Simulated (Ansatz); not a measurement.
Gas-phase electronic energies from Ansatz, PBE0-D4/def2-TZVP geometries. CCSD(T)/CBS is the MP2 limit (def2-TZVPP, def2-QZVPP) plus CCSD(T) − MP2 in def2-TZVPP, frozen cores. Functionals use def2-TZVPP. For Ge outer-core shells are correlated without core-valence functions, which leaves a few kJ/mol of doubt a bond. Scalar relativity is left out up to krypton. One conformer a species, not always the lowest.

`COC=C=N` + `[NH2][Ge][SH]` → `C[S][Ge][NH2]` + `N=C=CO`  (substitution at a C–O bond)

`COC=C=N`:

Cartesian coordinates in Å:
```
C 0.752 1.189 1.042
O -0.042 0.024 0.946
C -0.640 -0.106 -0.279
C -0.479 -1.185 -1.007
N -0.275 -2.139 -1.742
H 1.135 1.227 2.062
H 1.588 1.157 0.336
H 0.156 2.090 0.847
H -1.306 0.683 -0.618
H -0.889 -2.940 -1.587
```

`[NH2][Ge][SH]`:

```xyz
6

N     0.475    0.833    0.802
Ge   -0.676   -0.564    0.639
S    -0.292   -0.885   -1.560
H     1.041    1.237    0.072
H     0.603    1.292    1.689
H    -1.150   -1.913   -1.644
```

`C[S][Ge][NH2]`:

Cartesian coordinates in Å:
```
C -1.716 -0.273 -1.022
S -0.701 0.564 0.226
Ge 1.216 -0.562 0.003
N 2.128 0.354 1.282
H -2.049 0.454 -1.763
H -2.586 -0.718 -0.540
H -1.149 -1.058 -1.526
H 3.086 0.129 1.494
H 1.772 1.110 1.846
```

`N=C=CO`:

Cartesian coordinates in Å:
```
N -1.498 -1.018 0.016
C -0.565 -0.237 -0.151
C 0.510 0.457 -0.431
O 1.645 0.531 0.335
H -2.270 -0.633 0.565
H 0.536 1.082 -1.313
H 1.643 -0.182 0.979
```

| level | ΔE (kJ/mol) | difference from CCSD(T)/CBS |
| --- | --- | --- |
| r2SCAN-D4 | -26.2 | 1.7 |
| ωB97X-V | -21.0 | 6.9 |
| B2PLYP | -22.2 | 5.7 |
| PBE | -27.9 | 0.0 |
| SCS-MP2/def2-TZVPP | -23.2 | 4.7 |
| CCSD/def2-TZVPP | -20.1 | 7.8 |
| CCSD(T)/def2-TZVPP | -22.7 | 5.2 |
| HF/CBS(def2) | -8.5 | 19.4 |
| MP2/CBS(def2) | -33.7 | -5.8 |
| CCSD/CBS(def2) | -25.3 | 2.6 |
| CCSD(T)/CBS | -27.9 | 0 |

Largest T1 diagnostic among the species: 0.014.

In def2-TZVPP, CCSD(T) changes the Hartree–Fock value by −13.9 kJ/mol (the triples alone add −2.6 kJ/mol) and MP2 by −19.7 kJ/mol.
